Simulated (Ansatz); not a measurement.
Reaction (ligand exchange at the Si–C bond): `FC([SiH3])S` + `CB(O)F` → `CB(F)O[SiH3]` + `FCS`

Gas-phase electronic energies from Ansatz, PBE0-D4/def2-TZVP geometries. CCSD(T)/CBS is the MP2 limit (def2-TZVPP, def2-QZVPP) plus CCSD(T) − MP2 in def2-TZVPP, frozen cores. DFT in def2-TZVPP. B3LYP here is the variant with VWN-RPA as its local correlation; programs differ in this. Each species was taken in one conformer, which may not be the lowest.

`FC([SiH3])S`:

Cartesian coordinates in Å:
```
F -0.857 1.145 -1.307
C 0.143 0.295 -0.848
Si -0.522 -0.774 0.575
S 1.623 1.185 -0.378
H 0.456 -0.327 -1.693
H 0.471 -1.838 0.865
H -1.822 -1.380 0.192
H -0.697 0.104 1.760
H 1.203 1.590 0.833
```

`CB(O)F`:

```xyz
8

C     0.368    0.757   -0.577
B    -0.326   -0.294    0.340
O     0.207   -1.517    0.565
F    -1.493    0.004    0.935
H     0.568    1.675   -0.017
H     1.306    0.392   -0.996
H    -0.296    1.040   -1.399
H    -0.333   -2.057    1.151
```

`CB(F)O[SiH3]`:

```xyz
11

C     1.180    1.683    0.263
B     0.060    0.600    0.321
F    -1.005    0.802    1.114
O     0.101   -0.548   -0.391
Si   -0.951   -1.826   -0.493
H     1.590    1.857    1.262
H     0.762    2.641   -0.062
H     1.994    1.410   -0.408
H    -1.108   -2.467    0.836
H    -0.352   -2.784   -1.450
H    -2.270   -1.367   -0.992
```

`FCS`:

Cartesian coordinates in Å:
```
F -0.221 0.069 1.511
C 0.093 0.411 0.217
S -0.790 -0.558 -0.999
H 1.171 0.302 0.090
H -0.201 1.450 0.053
H -0.053 -1.674 -0.873
```

**Question.** Is it downhill or uphill in electronic energy at CCSD(T)/CBS, and by how much? (An estimate is asked.)

**Answer.** The calculation gave: Downhill: ΔE = -23.9 kcal/mol.

**Question.** What do these levels give: B97M-V, B3LYP-D4, r2SCAN0-D4, HF/def2-SVP, SCS-MP2/def2-TZVPP, MP2/CBS(def2)? (An estimate is asked.)

**Answer.** The calculation gave: B97M-V -24.2, B3LYP-D4 -24.1, r2SCAN0-D4 -24.1, HF/def2-SVP -27.6, SCS-MP2/def2-TZVPP -25.6, MP2/CBS(def2) -24.3 kcal/mol.

Largest T1 diagnostic among the species: 0.012.

From BLYP to BHLYP (50 % exact exchange), in def2-TZVPP and without D4, ΔE moves by −3.5 kcal/mol. At CCSD(T), def2-SVP lies +2.2 kcal/mol from the extrapolated value and def2-TZVPP −0.2 kcal/mol.
